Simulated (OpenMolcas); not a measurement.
An OpenMolcas run meant for Dy4+ (ANO-R1, X2C; inactive shells 1s 2s 2p 3s 3p 3d 4s 4p 4d 5s 5p; intended active space 8 electrons in 7 orbitals (4f)). One step of its input:

```
&CASPT2
Multistate=7 1 2 3 4 5 6 7
Frozen=14 9
IPEA=3.0
Imaginary=0.1
MaxIter=60
WThr=0.0 0.3 0.05
PrWF=0.5
NoMix
```

The run finished. Its levels beside those of a sound run (SS-CASPT2, IPEA 0.25 Eh, imaginary shift 0.1 Eh (closed shells correlated: 5s 5p)), in cm⁻¹ above each run's lowest level:

| Level | This run | Usual run |
| --- | --- | --- |
| 4f⁸ ⁷F₆ | 0.0 | 0.0 |
| 4f⁸ ⁷F₅ | 2816 | 2847 |
| 4f⁸ ⁷F₄ | 4629 | 4644 |
| 4f⁸ ⁷F₃ | 5894 | 5899 |
| 4f⁸ ⁷F₂ | 6753 | 6751 |
| 4f⁸ ⁷F₁ | 7286 | 7278 |
| 4f⁸ ⁷F₀ | 7540 | 7530 |
| 4f⁸ ⁵D₄ | 27590 | 25702 |

Task: Which setting is unsound, and how much does it matter here?

Result: The IPEA shift is far above its usual 0.25 hartree. Against the sound run the excited levels shown move by 280 cm-1 on average and by 1900 cm-1 at most.

CASPT2 does not keep the components of a term degenerate, so their means are used; among the terms shown or strongly mixed into the levels shown the widest spread is 74 cm-1 (4f⁸ ⁷F, this run). High states are left out of the spin-orbit mixing, which shifts the levels that they would mix with. The basis is small and was not contracted for so high a charge. Only configurations of the active space appear.
